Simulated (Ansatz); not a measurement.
Ansatz (a quantum-chemistry and plane-wave program) job for HI2Si, SMILES I[SiH]I (connectivity only; charge and spin as stated), charge +1, multiplicity 1, B3LYP-D3(BJ)/def2-SVP. 

Ansatz 0.2 input:
```yaml
crystal:
  periodic: [false, false, false]
  atoms:
    - {symbol: I, position_ang: [-0.00000000, -2.09863674, 0.15705932]}
    - {symbol: Si, position_ang: [0.00000000, -0.00000001, -1.01344826]}
    - {symbol: I, position_ang: [-0.00000000, 2.09863674, 0.15705932]}
    - {symbol: H, position_ang: [-0.00000001, 0.00000000, -2.46001251]}
basis:
  gaussian:
    orbitals: def2-SVP
hamiltonian:
  xc: b3lyp
  dispersion: d3bj
total_charge: 1
relax: {f_tol: 0.002, max_steps: 200}
```

Output:

```
WARN ansatz: RAYON_NUM_THREADS=1 ignored (pool sized by the plan → 1); use --threads N
Functional definition: B3LYP
integrals: 0.03 GiB planned
973 factors; integrals over basis functions are off by at most 2.8e-4 eV
mean field: 0.32 GiB planned
mean field evaluation 1: about -24091.2655 eV, gradient 1.5e1 eV
mean field evaluation 2: about -24091.2505 eV, gradient 1.6e1 eV
mean field evaluation 4: about -24091.9193 eV, gradient 8.7e-1 eV
mean field evaluation 8: about -24091.9291 eV, gradient 6.3e-3 eV
mean field -24091.92912820 eV, -885.3620653652 hartree, gradient 1.4e-5 eV, S^2 0.000000; 0 other end points of the search recorded, 0 dependent functions left out
the calculation of the forces begins
reference -24091.92934097 eV, -885.3620731846 hartree; 32, 32 occupied and 43, 43 virtual orbitals, 973 factors
relax step   1: F+E_penalty+E_count = -24092.24048636 eV  Δ(F+E_penalty+E_count) = +0.000e0 eV  max|allowed force component| = 1.488e0 eV/Å  Δτ_max = 0.0000 Å  (28 SCF iters, accepted)
these checks for a lower state are left out or cut short: starts, cluster_reference, orbital_swaps, neighbouring_geometries, increment
integrals: 0.03 GiB planned
973 factors; integrals over basis functions are off by at most 2.9e-4 eV
mean field: 0.32 GiB planned
mean field evaluation 16: about -24091.9054 eV, gradient 6.9e0 eV
mean field -24091.95709468 eV, -885.3630931144 hartree, gradient 9.6e-6 eV, S^2 0.000000; 0 other end points of the search recorded, 0 dependent functions left out
the calculation of the forces begins
reference -24091.95730462 eV, -885.3631008296 hartree; 32, 32 occupied and 43, 43 virtual orbitals, 973 factors
relax step   2: F+E_penalty+E_count = -24092.27698032 eV  Δ(F+E_penalty+E_count) = -3.649e-2 eV  max|allowed force component| = 5.114e-1 eV/Å  Δτ_max = 0.0666 Å  (30 SCF iters, accepted)
these checks for a lower state are left out or cut short: starts, cluster_reference, orbital_swaps, neighbouring_geometries, increment
integrals: 0.03 GiB planned
973 factors; integrals over basis functions are off by at most 2.9e-4 eV
mean field: 0.32 GiB planned
mean field -24091.98003285 eV, -885.3639360766 hartree, gradient 6.0e-6 eV, S^2 0.000000; 0 other end points of the search recorded, 0 dependent functions left out
the calculation of the forces begins
reference -24091.98024401 eV, -885.3639438366 hartree; 32, 32 occupied and 43, 43 virtual orbitals, 973 factors
relax step   3: F+E_penalty+E_count = -24092.29594843 eV  Δ(F+E_penalty+E_count) = -1.897e-2 eV  max|allowed force component| = 4.849e-2 eV/Å  Δτ_max = 0.0309 Å  (31 SCF iters, accepted)
these checks for a lower state are left out or cut short: starts, cluster_reference, orbital_swaps, neighbouring_geometries, increment
integrals: 0.03 GiB planned
973 factors; integrals over basis functions are off by at most 2.9e-4 eV
mean field: 0.32 GiB planned
mean field evaluation 32: about -24091.9727 eV, gradient 2.8e-1 eV
mean field -24091.98011679 eV, -885.3639391615 hartree, gradient 1.6e-5 eV, S^2 0.000000; 0 other end points of the search recorded, 0 dependent functions left out
the calculation of the forces begins
reference -24091.98032799 eV, -885.3639469229 hartree; 32, 32 occupied and 43, 43 virtual orbitals, 973 factors
relax step   4: F+E_penalty+E_count = -24092.29609752 eV  Δ(F+E_penalty+E_count) = -1.491e-4 eV  max|allowed force component| = 9.337e-3 eV/Å  Δτ_max = 0.0056 Å  (26 SCF iters, accepted)
these checks for a lower state are left out or cut short: starts, cluster_reference, orbital_swaps, neighbouring_geometries, increment
integrals: 0.03 GiB planned
973 factors; integrals over basis functions are off by at most 2.9e-4 eV
mean field: 0.32 GiB planned
mean field -24091.98017765 eV, -885.3639413979 hartree, gradient 6.2e-5 eV, S^2 0.000000; 0 other end points of the search recorded, 0 dependent functions left out
the calculation of the forces begins
reference -24091.98038886 eV, -885.3639491597 hartree; 32, 32 occupied and 43, 43 virtual orbitals, 973 factors
relax step   5: F+E_penalty+E_count = -24092.29610184 eV  Δ(F+E_penalty+E_count) = -4.314e-6 eV  max|allowed force component| = 7.879e-4 eV/Å  Δτ_max = 0.0010 Å  (21 SCF iters, accepted)
integrals: 0.03 GiB planned
973 factors; integrals over basis functions are off by at most 2.9e-4 eV
mean field: 0.32 GiB planned
mean field -24091.98017765 eV, -885.3639413979 hartree, gradient 6.2e-5 eV, S^2 0.000000; 1 other end points of the search recorded, 0 dependent functions left out
the calculation of the forces begins
reference -24091.98038886 eV, -885.3639491597 hartree; 32, 32 occupied and 43, 43 virtual orbitals, 973 factors
Total energy: -24092.29631304 eV, -885.3755591594 hartree
Atom 0 at     0.000000    -2.067724     0.137465 Å, force    -0.000000    -0.000050     0.000066 eV/Å
Atom 1 at    -0.000000    -0.000000    -0.977500 Å, force     0.000000     0.000000    -0.000788 eV/Å
Atom 2 at     0.000000     2.067724     0.137465 Å, force    -0.000000     0.000050     0.000066 eV/Å
Atom 3 at    -0.000000    -0.000000    -2.456772 Å, force    -0.000000    -0.000000     0.000656 eV/Å
Dipole moment:     0.000000     0.000000    -0.411219 e Å
```

Self-consistency was reached.
